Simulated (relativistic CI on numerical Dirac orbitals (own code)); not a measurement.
# Mn³⁺ in a cubic cluster: 1s photoemission with charge transfer

Computed with a charge-transfer multiplet model of a cubic metal-ligand cluster with up to 2 ligand holes, Slater and spin-orbit integrals from Dirac-Coulomb-Breit ions, Slater integrals scaled by 0.8. The ground state mixes d4 with configurations of k ligand holes L, whose averages lie at kΔ + k(k − 1)U_dd/2; a core hole lowers each added d electron by U_cd. 300 K, Lorentzian 1.1 eV and Gaussian 0.6 eV FWHM.

Atomic integrals in eV (Slater integrals scaled, ζ unscaled), ground: F2dd 9.084, F4dd 5.682, zeta_d 0.043; with the core hole: F2dd 10.434, F4dd 6.559, zeta_d 0.065, G2cd 0.055.

Cluster parameters (eV): Δ = 1, U_cd = 7.2, 10Dq = 0.3, 10Dq(ligand) = 0.5, V(eg) = 2.3, V(t2g) = -1.17, final-state hopping factor = 1.

```
         Case   n_d    d4   d5L  d6L2     S
  U_dd = 5 eV  4.77  0.33  0.58  0.10  2.00
U_dd = 5.7 eV  4.75  0.33  0.58  0.09  2.00
U_dd = 7.8 eV  4.71  0.35  0.58  0.07  2.00
```

Weights, n_d and S are thermal averages at 300 K. Binding energies count from the first peak over 30 % of the highest in each spectrum, which can be another peak from case to case. The parameters are a model scan and need not match a compound or its usual spin state. Peaks in eV (height, largest 100):
- U_dd = 5 eV: 0.0 (100), 8.5 (14), 11.1 (7)
- U_dd = 5.7 eV: 0.0 (100), 8.8 (14), 11.2 (7)
- U_dd = 7.8 eV: 0.0 (100), 9.5 (12), 11.7 (6)

Curve for U_dd = 5.7 eV (points under 2 left out, the grid thinned):

```
E (eV)  Intensity
  -3.7        2.6
  -3.3        3.2
  -2.9        4.2
  -2.5        5.5
  -2.1        7.7
  -1.7       11.5
  -1.4       16.5
  -1.0       29.3
  -0.6       56.2
  -0.2       92.1
   0.2       94.4
   0.6       59.5
   1.0       31.1
   1.4       17.4
   1.8       10.9
   2.2        7.6
   2.6        5.6
   2.9        4.8
   3.3        4.2
   3.7        4.1
   4.1        4.0
   4.5        3.6
   4.9        3.0
   5.3        2.5
   5.7        2.2
   6.1        2.1
   6.5        2.2
   6.9        2.4
   7.2        2.8
   7.6        4.0
   8.0        6.6
   8.4       11.1
   8.8       13.7
   9.2       10.9
   9.6        7.1
  10.0        5.4
  10.4        5.6
  10.8        6.5
  11.2        7.2
  11.5        6.8
  11.9        5.6
  12.3        4.7
  12.7        3.6
  13.1        2.6
  13.5        2.0
```

For the case U_dd = 5.7 eV, Δ = 1 eV is smaller than U_dd = 5.7 eV, the charge-transfer side of the Zaanen-Sawatzky-Allen scheme. With the core hole the average of the configuration with one ligand hole lies at Δ − U_cd = -6.2 eV before mixing: it lies below the unscreened one, so the lowest final states are mostly screened and the unscreened weight appears at higher binding energy as a satellite.

With at most 2 ligand holes the space is cut while the next configuration still counts, so covalency is underestimated, and a final configuration with one more ligand hole, which can lie low, is missing from the spectra.
